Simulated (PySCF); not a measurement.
Species: trifluoroacetyl chloride, C₂ClF₃O.
Structure used (PBE0-D3(BJ)/def2-SVP), in Å, numbered top down from 1:
```xyz
7
C2ClF3O angstrom
O      1.331    1.266   -0.433
C      0.863    0.270   -0.010
Cl     1.780   -1.021    0.731
C     -0.647   -0.062   -0.067
F     -1.097   -0.385    1.137
F     -0.843   -1.087   -0.886
F     -1.314    0.985   -0.513
```

Theory: core-valence-separated Tamm–Dancoff BHandHLYP/aug-pcX-1 (def2-SVPD on Cl) in PySCF, non-relativistic, gas phase, PBE0-D3(BJ)/def2-SVP geometry. The energies are unshifted.

The lowest roots of each edge with f over 0.003 (five at most, numbered afresh; weaker and dark ones are left out), with transition dipoles (au) in the frame of the coordinates:

| root | edge | E (eV) | f | μx | μy | μz |
| --- | --- | --- | --- | --- | --- | --- |
| 1 | C | 284.42 | 0.0793 | -0.0125 | 0.0459 | 0.0954 |
| 2 | C | 288.17 | 0.0567 | 0.0500 | -0.0645 | 0.0369 |
| 3 | C | 290.76 | 0.0280 | 0.0099 | -0.0271 | -0.0557 |
| 4 | C | 292.52 | 0.0810 | 0.0257 | 0.0945 | -0.0414 |
| 5 | C | 292.65 | 0.0293 | -0.0633 | 0.0015 | -0.0082 |
| 6 | O | 528.70 | 0.0527 | -0.0073 | 0.0275 | 0.0571 |
| 7 | O | 534.58 | 0.0121 | -0.0157 | 0.0226 | -0.0127 |
| 8 | O | 536.77 | 0.0044 | 0.0179 | 0.0026 | 0.0024 |
| 9 | O | 537.55 | 0.0105 | -0.0219 | -0.0172 | 0.0047 |
| 10 | F | 685.77 | 0.0174 | 0.0160 | 0.0245 | 0.0133 |
| 11 | F | 685.93 | 0.0150 | -0.0178 | -0.0140 | 0.0195 |
| 12 | F | 687.36 | 0.0328 | -0.0279 | 0.0319 | -0.0121 |
| 13 | F | 688.33 | 0.0112 | -0.0024 | 0.0016 | 0.0257 |
| 14 | F | 688.41 | 0.0031 | -0.0065 | 0.0074 | 0.0093 |

Q: Molecules are fixed in this frame and the field points along (0, 1, 1)/√2. What effective strengths 3 f cos²θ do the roots have (θ between field and μ)?

A: root 1 (C2): 0.209, root 2 (C2): 0.008, root 3 (C4): 0.073, root 4 (C4): 0.030, root 5 (C2): 0.000, root 6 (O1): 0.139, root 7 (O1): 0.002, root 8 (O1): 0.000, root 9 (O1): 0.003, root 10 (F6): 0.036, root 11 (F5): 0.001, root 12 (F7): 0.010, root 13 (F5): 0.019, root 14 (F6): 0.007. Root 1 is the strongest. Averaged over all orientations cos²θ is 1/3, which gives f back.

Hardware: an Intel Xeon 6975P-C with one thread, shared host with 192 logical CPUs at a one-minute load of 39. Cost: 12 s, 0.93 GiB resident at most.
